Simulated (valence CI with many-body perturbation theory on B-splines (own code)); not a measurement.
The numbers below are computed, except where a source is named.
# Rb32+: what the settings do

Level of theory: configuration interaction combined with many-body perturbation theory (CI+MBPT): three valence electrons over a frozen Dirac-Fock core [He], a basis of 6 s, 6 p, 5 d, 3 f, 1 g functions for each j, with the one-electron correlation potential Σ1, the two-electron term Σ2, the three-electron term Σ3, Breit, model QED; selected CI, second order for the rest, scaled by the run's own slope (own B-spline code, finite nucleus).

The last digits are not significant, and no measured levels were compared; by estimate large intervals hold to a few tenths of a per cent, small ones and those within an open d or f shell to about a per cent.

The reference run has the lowest level (2s^2 2p1/2) J=1/2 and an ionisation energy of 3989.60 eV. Its largest variational space holds 4314 state functions.

Levels are named by their leading jj configuration (3d3/2^4 stands for four electrons in 3d with j = 3/2), which in mixed levels can hold well under half, so a name can repeat and another be missing. Letters in brackets count levels of one name in rising energy.

Changed runs:
A. scale of Σ1 1 → 0
B. cutoff of virtual states (hartree) 2738 → 8160; lowest core n in screening and Σ2 1 → 2
C. correlating orbitals by l 3 3 3 2 1 → 4 4 3 0 0
D. factor on the speed of light 1 → 0.9 (bad on purpose)

Excitation energies of the reference run in cm⁻¹, and shifts in cm⁻¹:

| Level | Reference | A | C | D |
| --- | --- | --- | --- | --- |
| (2s^2 2p3/2) J=3/2 | 554922 | -300 | -19 | +138032 |
| (2s 2p1/2^2) J=1/2 | 730005 | +1584 | -442 | +35365 |
| (2s 2p1/2 2p3/2) J=3/2 [a] | 1095320 | +1310 | -765 | +155133 |
| (2s 2p1/2 2p3/2) J=5/2 | 1244350 | +1279 | -164 | +162941 |
| (2s 2p1/2 2p3/2) J=3/2 [b] | 1525560 | +1294 | +1278 | +158416 |
| (2s 2p1/2 2p3/2) J=1/2 | 1594280 | +1351 | +1012 | +142110 |
| (2s 2p3/2^2) J=5/2 | 1812930 | +1022 | +600 | +276597 |
| (2s 2p3/2^2) J=1/2 | 2185460 | +993 | +1092 | +284313 |
| (2s 2p3/2^2) J=3/2 | 2196010 | +1016 | +1257 | +283448 |
| (2p1/2^2 2p3/2) J=3/2 | 2382890 | +2907 | +186 | +179594 |
| (2p1/2 2p3/2^2) J=3/2 | 2812700 | +2662 | +298 | +303077 |
| (2p1/2 2p3/2^2) J=5/2 | 2915890 | +2644 | +1044 | +305622 |
| Ionisation energy (eV) | 3989.60 | -0.36 | -0.13 | +19.67 |

Run B: It gave no result: the setting left no core shell for the response of the core. The program said: "need at least one array to concatenate".
